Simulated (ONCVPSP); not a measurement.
## Plane-wave convergence, ONCV potential for Lu

lutetium (Lu), optimised norm-conserving Vanderbilt (ONCV), made with ONCVPSP 4.0.1 (PBEsol, fully relativistic). Core [Kr] 4d10 4f14, reference 5s2 5p6 5d1 6s2. Waves: 5s+6s: rc 1.85 bohr, ncon 4, nbas 7, qcut 6.9 1/bohr, 2 projectors; 5p: rc 1.50 bohr, ncon 4, nbas 8, qcut 5.6 1/bohr, 2 projectors, debl 2.8 Ha; 5d: rc 2.85 bohr, ncon 4, nbas 9, qcut 6 1/bohr, 2 projectors, debl 3.8 Ha. Local part: polynomial inside 1.00 bohr (lpopt 5, dvloc0 0 Ha). Core correction: none.

Open shells are filled in proportion to 2j + 1.

Question: For each optimised wave give the share of its norm inside rc, the residual kinetic energy above qcut (Ha) and the cutoffs (Ha) for errors of 10, 1, 0.1 and 0.01 mHa per electron.

Answer:

| wave | norm inside rc | residual KE | 10 mHa | 1 mHa | 0.1 mHa | 0.01 mHa |
| --- | --- | --- | --- | --- | --- | --- |
| 5s | 0.943 | 1.3e-06 | 12.4 | 16.4 | 19.3 | 21.9 |
| 6s | 0.051 | 1.7e-06 | 8.9 | 14.7 | 18.6 | 21.7 |
| 5p j=3/2 | 0.607 | 3.0e-03 | 10.2 | 35.2 | 87.3 | 104.2 |
| p projector 2 j=3/2 | 0.068 | 2.4e-03 | 7.4 | 18.7 | 51.9 | 91.1 |
| 5p j=1/2 | 0.697 | 2.3e-03 | 7.8 | 31.5 | 87.3 | 104.6 |
| p projector 2 j=1/2 | 0.065 | 2.0e-03 | 7.7 | 18.6 | 55.8 | 100.0 |
| 5d j=5/2 | 0.566 | 5.0e-09 | 6.9 | 9.6 | 11.8 | 13.6 |
| d projector 2 j=5/2 | 0.148 | 9.5e-08 | 10.5 | 12.9 | 14.6 | 15.8 |
| 5d j=3/2 | 0.610 | 7.0e-09 | 7.2 | 9.9 | 12.1 | 13.9 |
| d projector 2 j=3/2 | 0.149 | 2.1e-07 | 10.7 | 13.1 | 14.9 | 16.1 |

The occupied waves need 35 Ha and 87 Ha for 1 and 0.1 mHa. Note: ghosts flagged at negative energy: s at -44.2 eV, d3/2 at -106.5 eV; GHOST(+) flagged for p3/2 at 208.2 eV, p1/2 at 229.2 eV. A true bound ghost makes a file unfit for plane-wave use. 2 of 4 tests not solved or not reliable.
